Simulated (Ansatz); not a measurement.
Input file for Ansatz (a first-principles code): U-PBE/def2-TZVPP on ZrH+, 2S+1 = 3, a spin state set in the input, which need not be the lowest, a point of a bond scan (R = 1.808 Å). Charge +1. Elements past Kr take the def2 small-core potentials; no spin–orbit coupling.

Ansatz 0.2 input:
```yaml
crystal:
  periodic: [false, false, false]
  atoms:
    - {symbol: Zr, position_ang: [0.00000000, 0.00000000, 0.00000000]}
    - {symbol: H, position_ang: [0.00000000, 0.00000000, 1.80789300]}
basis:
  gaussian:
    orbitals: def2-TZVPP
    pivot_positions_ang: [[0.00000000, 0.00000000, 0.00000000], [0.00000000, 0.00000000, 1.80789300]]
hamiltonian:
  xc: {name: PBE}
total_charge: 1
magnetization: {spin_polarized: true, initial_magnetization: 2}
output: {forces: true, orbitals: {seedname: ./end}}
```

Question: What total energy does the run end on?

Answer: -47.2599 hartree.

Question: How many basis functions does it have, and what does it roughly cost on one machine?

Answer: 70 functions; very roughly 25 core-seconds.
